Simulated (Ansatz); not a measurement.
Relaxation of AlBH4OSi (8 atoms, charge 0, multiplicity 1), to a largest force component of 0.02 eV/Å in at most 50 steps.

Theory: RKS B3LYP/def2-SVP in Ansatz.

```xyz
8
Properties=species:S:1:pos:R:3
B -0.353 0.643 -1.105
Al -0.405 1.264 0.847
O 0.530 -0.155 0.979
Si 0.113 -1.110 -0.346
H 0.328 1.114 -1.943
H -0.780 2.150 2.062
H -1.102 0.303 -1.938
H -0.823 -2.131 0.145
```

Problem. Where does it end, and by what steps?

Solution. The forces met the threshold. After 9 steps the energy has fallen by 1.824 eV; H5 moved furthest, 0.58 Å.

| step | energy less start (eV) | largest force component (eV/Å) | accepted |
| --- | --- | --- | --- |
| 0 | 0.0000 | 2.730 | yes |
| 1 | -1.1962 | 1.513 | yes |
| 2 | -1.5846 | 0.806 | yes |
| 3 | -1.6755 | 0.495 | yes |
| 4 | -1.7310 | 0.649 | yes |
| 5 | -1.7766 | 0.608 | yes |
| 6 | -1.8102 | 0.309 | yes |
| 7 | -1.8201 | 0.149 | yes |
| 8 | -1.8222 | 0.079 | yes |
| 9 | -1.8238 | 0.020 | yes |

```xyz
8
Properties=species:S:1:pos:R:3
B -0.609 0.510 -1.268
Al -0.403 1.233 0.736
O 0.470 -0.285 1.175
Si -0.092 -1.016 -0.209
H 0.461 1.127 -1.378
H -0.551 2.394 1.795
H -1.389 0.582 -2.178
H -0.381 -2.467 0.029
```

Whether the end is a true minimum wasn't checked by a vibrational analysis.

The run took 24 s on 2 threads of Intel(R) Xeon(R) Platinum 8259CL CPU @ 2.50GHz (Skylake/Cascade Lake), with other jobs on the host, peak memory 0.18 GiB.
